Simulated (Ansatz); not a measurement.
Isomers of CH₇SSbSi, relaxed with PBE0-D4/def2-TZVP in Ansatz; electronic energies, one conformer each and not always the lowest. Functionals use def2-TZVPP; CBS adds triple-zeta CCSD(T) − MP2 to the MP2 limit of def2-TZVPP and def2-QZVPP.

Elements past krypton have def2 core potentials. Outer-core shells of Sb are correlated without core-valence functions. Spin–orbit coupling is left out.

Question: Order them by energy at frozen-core CCSD(T)/CBS, lowest first. (Best estimate.)
A. `C[SiH2][S][SbH2]`
B. `[CH3][Sb]([SiH3])[SH]`
C. `[SiH3][CH](S)[SbH2]`

Answer: A (0.0 kJ/mol), B (44.5 kJ/mol), C (188.2 kJ/mol).

Question: How do PBE-D4, MP2/CBS(def2), HF/CBS(def2), B3LYP-D4 place them (kJ/mol, against `C[SiH2][S][SbH2]`)? (Best estimate.)

Answer: Computed: 
```
                 isomer  PBE-D4  MP2/CBS(def2)  HF/CBS(def2)  B3LYP-D4
  `[SiH3][CH](S)[SbH2]`   192.6          190.5         207.5     193.9
`[CH3][Sb]([SiH3])[SH]`    43.4           43.9          59.5      46.7
```

B3LYP here is the variant with VWN-RPA as its local correlation; programs differ in this.
